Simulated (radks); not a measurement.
Problem. Excited configurations of Xe+: one electron is placed in a higher orbital outside [Kr] 4d10 5s2 5p4. The ground configuration is [Kr] 4d10 5s2 5p5. All-electron calculation, scalar-relativistic Kohn-Sham, PBE, spin-polarised, spherical densities, finite nucleus; open shells are filled with parallel spins first (spin-orbit coupling, left out, can overturn this in heavy ions); Fermi nuclear charge, rms radius 4.7859 fm. Program: a radial shooting solver on a logarithmic mesh with Libxc functionals. Excitation = E - E(ground); binding = E(ion) - E, where the ion is the core of charge +2; n* = 2/sqrt(2 binding) in atomic units, and the quantum defect is n - n*.

outer orbital  excitation (eV)  binding (eV)     n*  quantum defect  eigenvalue (eV)  <r> (bohr)
4f                      17.042         4.063  3.660           0.340           -2.547       6.656
5d                      12.110         8.996  2.460           2.540           -5.971       3.510
5f                      18.043         3.062  4.216           0.784           -2.148       10.70
6s                      11.530         9.575  2.384           3.616           -7.428       4.560
6p                      13.930         7.175  2.754           3.246           -5.543       5.626
6d                      16.597         4.508  3.474           2.526           -3.465       8.201
6f                      18.932         2.174  5.004           0.996           -1.677       16.79
7s                      16.156         4.949  3.316           3.684           -3.971       8.776
7p                      17.056         4.049  3.666           3.334           -3.214       10.32
7d                      18.289         2.816  4.396           2.604           -2.236       14.01

Estimate the row for 7f.

Solution. excitation (eV) 19.516; binding (eV) 1.589; n* 5.852; quantum defect 1.148; eigenvalue (eV) -1.267; <r> (bohr) 24.43. The Delta-SCF ionisation energy is 21.105 eV (NIST Atomic Spectra Database: 20.975 eV, semi-empirical). Self-interaction in the functional shifts the binding energies and quantum defects, so they are the method's values and not measured ones. Open shells are spherical and high-spin; term and fine-structure splittings are not resolved. Spin-orbit splitting is averaged out at the scalar-relativistic level.
